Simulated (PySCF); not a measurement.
C₂H₁₀OSi₃, SMILES [SiH2]1C[SiH2][C@H](O1)[SiH3]. Atoms are numbered in the order given.

```xyz
16

Si     2.0384     0.6036    -0.7522
C      0.9096    -0.1473     0.5770
O      0.0050     0.8503     1.0654
Si    -1.5302     0.9700     0.3836
C     -1.7249    -0.6656    -0.5347
Si    -0.1643    -1.6113    -0.0458
H      2.7283     1.8231    -0.2368
H      1.1986     0.9906    -1.9302
H      3.0544    -0.4021    -1.1933
H      1.5423    -0.4806     1.4191
H     -2.5124     1.1583     1.4887
H     -1.6066     2.1407    -0.5414
H     -1.7499    -0.5004    -1.6236
H     -2.6413    -1.2039    -0.2497
H      0.4739    -2.3536    -1.1761
H     -0.4493    -2.5687     1.0667
```
Charge 0, spin multiplicity 1.

The structure is a stationary point at PBE0-D3(BJ)/def2-SVP. The structure was generated by enumeration; whether it is a known compound was not checked. The values are those of a single conformer.

Method: PySCF with HF/pcSseg-1.

GIAO shieldings, no solvent; atoms listed in one row are averaged. δ = σ(ref) − σ: ²⁹Si against TMS (σ = 393.8 ppm); ¹³C against TMS (σ = 192.6 ppm); ¹⁷O against H2O (σ = 333.0 ppm); ¹H against TMS (σ = 31.99 ppm), references at their B3LYP-D3(BJ)/def2-TZVP geometries, non-relativistic.

Computed chemical shifts:
| nucleus | atoms | count | δ (ppm) |
|---|---|---|---|
| ²⁹Si | Si4 | 1 | -3.4 |
| ²⁹Si | Si6 | 1 | -27.6 |
| ²⁹Si | Si1 | 1 | -59.2 |
| ¹³C | C2 | 1 | 43.4 |
| ¹³C | C5 | 1 | -13.4 |
| ¹⁷O | O3 | 1 | -22.9 |
| ¹H | H11, H12 | 2 | 4.77 |
| ¹H | H15, H16 | 2 | 4.32 |
| ¹H | H7, H8, H9 | 3 | 3.98 |
| ¹H | H10 | 1 | 3.75 |
| ¹H | H13 | 1 | 0.34 |
| ¹H | H14 | 1 | 0.23 |
